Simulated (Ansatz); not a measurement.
Molecule: sum formula SnOCl2 (charge 0, singlet). 
Geometry from a B3LYP-D3(BJ)/def2-TZVP (Ansatz, a quantum-chemistry and plane-wave program) optimisation:
SMILES: [Sn]([Cl])(=[O])[Cl]
```xyz
4

Sn    -0.2739    -0.2461    -0.0432
O     -1.6230    -1.4586    -0.2557
Cl    -0.2061     1.9614    -0.7536
Cl     1.7754    -0.5511     1.0009
```

Basis-set convergence of Hartree-Fock and MP2 correlation energies (hartree) with Ansatz. Correlated levels leave the core frozen unless marked. No spin-orbit coupling. Frozen are the shells of the preceding noble gas and the d and f shells that filled before the atom's block. In def2 rows, elements after Kr have scalar-relativistic effective core potentials.

```tsv
basis	functions	E(HF)	E(corr, MP2)
def2-SVP	76	-1206.85790	-0.54378
def2-TZVPP	165	-1207.29416	-0.72319
def2-QZVPP	279	-1207.32685	-0.78918
```

Extrapolating the two largest sets (X = 3 and 4) as X^-3: E(corr) = (64·(-0.78918) - 27·(-0.72319))/37 = -0.8373 Eh, an estimate of the basis-set limit. The largest set recovers 94.2 % of it, the smallest 64.9 %.
